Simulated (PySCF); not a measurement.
**Magnetisability: SMILES C=C(C)C=C=CC, C₇H₁₀**

Geometry:
```tsv
atom	x (Å)	y (Å)	z (Å)
C1	-2.550	-0.981	-1.035
C2	-1.528	-0.422	-0.391
C3	-1.611	0.946	0.216
C4	-0.259	-1.125	-0.247
C5	0.791	-0.630	0.352
C6	1.835	-0.121	0.926
C7	2.890	0.674	0.215
H8	-3.491	-0.471	-1.154
H9	-2.483	-1.966	-1.466
H10	-0.865	1.601	-0.231
H11	-2.597	1.378	0.068
H12	-1.403	0.892	1.284
H13	-0.212	-2.123	-0.668
H14	1.994	-0.267	1.989
H15	2.977	1.664	0.662
H16	3.856	0.179	0.308
H17	2.649	0.782	-0.839
```

Level of theory: GIAO B3LYP/pcSseg-1 magnetisability, rotational g tensor and spin-rotation constants, non-relativistic, gas phase (PySCF). Geometry: GFN2-xTB.

Task: What are the magnetisability and the molar susceptibility?

Result: Isotropic -1082 × 10⁻³⁰ J/T², or -65.1 × 10⁻⁶ cm³/mol; principal values -1227, -1024, -994 × 10⁻³⁰ J/T², anisotropy 220 × 10⁻³⁰ J/T² (root of half the summed squared differences of the principal values). The susceptibility is in cgs units.

Task: Split it along the inertial axes a, b, c into diamagnetic and paramagnetic parts about the centre of mass, with the quadrupole moment.

Result: 
```tsv
axis	χ (10⁻⁶ cm³/mol)	diamagnetic (10⁻⁶ cm³/mol)	paramagnetic (10⁻⁶ cm³/mol)	summed x² of all electrons (Å²)	quadrupole Θ (D Å)
a	-61.5	-295.5	234.0	229.0	+4.03
b	-61.9	-1063.2	1001.3	48.1	-0.05
c	-72.1	-1175.5	1103.4	21.6	-3.98
```
Anisotropies 2χaa − χbb − χcc = +10.9 and 2χbb − χaa − χcc = +9.8 × 10⁻⁶ cm³/mol. Θ is traceless in Buckingham's convention.

Task: And the rotational g tensor?

Result: 
```tsv
axis	rotational constant (GHz)	g	nuclear part	electronic part
a	6.5578	-0.0530	0.6678	-0.7208
b	1.2890	-0.0088	0.5976	-0.6064
c	1.1610	-0.0011	0.6008	-0.6019
```
Asymmetric top; isotopes 12C, 1H; no vibrational averaging.
